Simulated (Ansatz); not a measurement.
**Worked example: the enthalpy of formation of Si2H5OF (SMILES O[SiH](F)[SiH3])**

Si2H5OF: 9 atoms, total charge 0, spin state singlet. As SMILES, `O[SiH](F)[SiH3]`. The shape is that of a PBE0-D4/def2-TZVP optimisation. This is one conformer, not always the lowest.

Total energies at HF/3-21G (Ansatz 0.2.0); the atoms run unrestricted:

| species | state | energy (Eh) |
| --- | --- | --- |
| Si2H5OF | singlet | -751.129728 |
| O | triplet | -74.393657 |
| Si | triplet | -287.344431 |
| F | doublet | -98.845009 |
| H | doublet | -0.496199 |

Harmonic wavenumbers at PBE0-D4/def2-TZVP, in cm⁻¹: 84, 142, 200, 243, 331, 420, 510, 525, 746, 826, 841, 855, 911, 932, 937, 964, 2206, 2222, 2231, 2237, 3912.

Measured heats of formation of the gaseous atoms at 298.15 K, in kJ/mol: O 249.2, Si 450.0, F 79.4, H 218.0. Spin-orbit lowering of the atoms at 298 K (mean of the ground term's levels less their thermal mean, from spectra), in kJ/mol: O 0.40, Si 0.44, F 1.29. Take 1 Eh = 2625.50 kJ/mol, 1 cm⁻¹ = 0.0119627 kJ/mol, RT = 2.479 kJ/mol.

Problem. Work out the heat of formation of the gas at 298 K.

Solution. 
1. Electronic atomisation energy: (-74.393657) + 2 × (-287.344431) + (-98.845009) + 5 × (-0.496199) − (-751.129728) = 0.721205 Eh = 1893.5 kJ/mol.
2. Zero-point energy: half the sum of the wavenumbers, 11137.5 cm⁻¹ = 133.2 kJ/mol.
3. Thermal vibrational enthalpy, Σ hcν̃/(exp(hcν̃/kT) − 1): 10.7 kJ/mol. Translation, rotation and pV of a non-linear molecule: 4 RT = 9.9 kJ/mol.
4. The 9 free atoms carry 5/2 RT each: 55.8 kJ/mol.
5. Spin-orbit coupling lowers the free atoms by 0.40 + 2 × 0.44 + 1.29 = 2.6 kJ/mol.
6. Atomisation enthalpy at 298 K: 1893.5 − 2.6 − 133.2 − 10.7 − 9.9 + 55.8 = 1792.9 kJ/mol.
7. Sum of the atoms' heats of formation: 2318.6 kJ/mol. Heat of formation: 2318.6 − 1792.9 = +525.7 kJ/mol.

No measured value is set beside it here. Hartree–Fock leaves out correlation, which is larger in the molecule than in the atoms, so it underbinds and puts the heat of formation too high. Anharmonicity and any spin-orbit splitting of the molecule are left out.
